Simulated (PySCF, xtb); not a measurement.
ClFH2Se2Si, SMILES [Si](F)([SeH])(Cl)[SeH]. The values are those of a single conformer.

Harmonic wavenumbers (cm⁻¹) from GFN2-xTB run with xtb at its own minimum, in rising order: 76, 94, 115, 132, 141, 169, 175, 276, 415, 524, 621, 629, 813, 2064, 2069.

Problem. What does PBE-D3(BJ)/def2-SVP in PySCF 2.14.0 give at its own minimum? (An estimate is asked for; the answer gives what the named calculation found.)

Solution. 86, 113, 154, 171, 195, 203, 247, 316, 486, 555, 645, 662, 878, 2353, 2363. Paired by order, the mean absolute difference is 74 cm⁻¹ and the zero-point energies are 11.9 and 13.5 kcal/mol.
